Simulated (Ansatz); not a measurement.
Two members of one family (Series TiCl3X), computed with Ansatz in the gas phase. The two geometries come from different levels. Binding counts from free atoms in the multiplicity of their measured ground term, without zero-point energy. A dash marks a value that wasn't run or was left out as unsound. The structures are stationary points that may keep the symmetry of their start.

First: TiHCl3 (singlet, charge 0, PBE0-D4/def2-SVP geometry).

```
atom   x (Å)   y (Å)   z (Å)
 Ti1   0.000   0.006  -0.054
  H2   0.006  -0.170   1.587
 Cl3  -1.680   1.316  -0.370
 Cl4  -0.262  -2.021  -0.733
 Cl5   1.936   0.869  -0.430
```

```tsv
level	HOMO (eV)	LUMO (eV)	gap (eV)	binding per atom (eV)
PBE-D4/def2-SVP	-7.95	-4.34	3.62	3.56
PBE-D4/def2-TZVP	-8.05	-4.44	3.61	–
r2SCANh-D4/def2-TZVP	-9.11	-4.00	5.11	–
PBE0-D4/def2-SVP	-9.56	-3.47	6.09	3.27
LC-ωPBE/def2-TZVP	-12.38	-1.27	11.12	3.16
```

Metal–donor distances: 1 × H 1.65 Å, 3 × Cl 2.15 Å.

Second: TiFCl3 (singlet, charge 0, PBE-D4/def2-SVP geometry).

```xyz
5

Ti   -0.044    0.061   -0.030
F    -0.999    1.358   -0.668
Cl   -1.301   -1.704    0.197
Cl    0.756    0.651    1.908
Cl    1.589   -0.366   -1.406
```

Task: Estimate the same table for the second.

Result: 
```
               level  HOMO (eV)  LUMO (eV)  gap (eV)  binding per atom (eV)
     PBE-D4/def2-SVP      -8.09      -4.44      3.65                   4.32
    PBE-D4/def2-TZVP      -8.28      -4.56      3.73                      –
r2SCANh-D4/def2-TZVP      -9.18      -4.28      4.90                      –
    PBE0-D4/def2-SVP      -9.57      -3.84      5.73                   3.93
   LC-ωPBE/def2-TZVP     -12.38      -1.73     10.65                   3.82
```

Metal–donor distances: 1 × F 1.73 Å, 3 × Cl 2.18 Å.
